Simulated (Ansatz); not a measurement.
Consider the hydrogenolysis of the Sn–C bond: `[CH3][SnH2][CH2]Cl` + H₂ → `Cl[CH2][SnH3]` + CH₄.

Program: Ansatz. Geometries: PBE0-D4/def2-TZVP. ΔE: electronic, gas phase. CCSD(T)/CBS adds triple-zeta CCSD(T) − MP2 to the extrapolated MP2 energy (def2 sets, frozen cores). This one scheme is used for every species. DFT in def2-TZVPP. B3LYP here is the variant with VWN-RPA as its local correlation; programs differ in this. Elements past krypton have def2 core potentials. For Sn outer-core shells are correlated without core-valence functions, which leaves a few kJ/mol of doubt a bond. Each species was taken in one conformer, which may not be the lowest.

`[CH3][SnH2][CH2]Cl`:

Cartesian coordinates in Å:
```
C -0.728 -1.528 0.552
Sn 0.499 0.209 0.730
C 0.435 1.263 -1.156
Cl -1.258 1.557 -1.638
H -1.711 -1.232 0.185
H -0.839 -2.015 1.521
H -0.281 -2.230 -0.151
H 2.130 -0.204 1.059
H -0.081 1.268 1.940
H 0.903 0.682 -1.949
H 0.930 2.231 -1.092
```

H₂:

Cartesian coordinates in Å:
```
H -0.279 -0.247 0.017
H 0.279 0.247 -0.017
```

`Cl[CH2][SnH3]`:

```xyz
8

Cl   -0.299   -1.631    1.664
C     0.551   -0.247    0.930
Sn   -0.415    0.352   -0.904
H     1.580   -0.551    0.748
H     0.548    0.565    1.656
H    -0.387   -0.967   -1.981
H     0.438    1.677   -1.568
H    -2.017    0.803   -0.544
```

CH₄:

Z-matrix (Å, degrees):
```
C
H 1 1.090
H 1 1.090 2 109.5
H 1 1.090 2 109.5 3 -120.0
H 1 1.090 2 109.5 3 120.0
```

```json
{"level": "r2SCAN-D4", "ΔE (kJ/mol)": "-41.1", "difference from CCSD(T)/CBS": "-8.0"}
{"level": "PBE0-D4", "ΔE (kJ/mol)": "-42.5", "difference from CCSD(T)/CBS": "-9.4"}
{"level": "B3LYP-D4", "ΔE (kJ/mol)": "-42.9", "difference from CCSD(T)/CBS": "-9.8"}
{"level": "ωB97X-V", "ΔE (kJ/mol)": "-42.9", "difference from CCSD(T)/CBS": "-9.8"}
{"level": "B2PLYP", "ΔE (kJ/mol)": "-44.8", "difference from CCSD(T)/CBS": "-11.7"}
{"level": "PBE", "ΔE (kJ/mol)": "-44.3", "difference from CCSD(T)/CBS": "-11.2"}
{"level": "SCS-MP2/def2-TZVPP", "ΔE (kJ/mol)": "-37.3", "difference from CCSD(T)/CBS": "-4.2"}
{"level": "HF/def2-QZVPP", "ΔE (kJ/mol)": "-63.9", "difference from CCSD(T)/CBS": "-30.8"}
{"level": "SCS-MP2/def2-QZVPP", "ΔE (kJ/mol)": "-34.3", "difference from CCSD(T)/CBS": "-1.2"}
{"level": "MP2/CBS(def2)", "ΔE (kJ/mol)": "-25.4", "difference from CCSD(T)/CBS": "7.7"}
{"level": "CCSD(T)/CBS", "ΔE (kJ/mol)": "-33.1", "difference from CCSD(T)/CBS": "0"}
```

Largest T1 diagnostic among the species: 0.012.

In def2-TZVPP, CCSD(T) changes the Hartree–Fock value by +25.6 kJ/mol (the triples alone add +4.7 kJ/mol) and MP2 by +33.3 kJ/mol. The D4 term adds +8.7 kJ/mol with B3LYP and +4.9 kJ/mol with PBE0; it sums over pairs of atoms, weighted by their polarisabilities, and B3LYP, whose exchange is more repulsive, gets the larger term. From PBE to PBE0 (25 % exact exchange), in def2-TZVPP and without D4, ΔE moves by −3.1 kJ/mol.
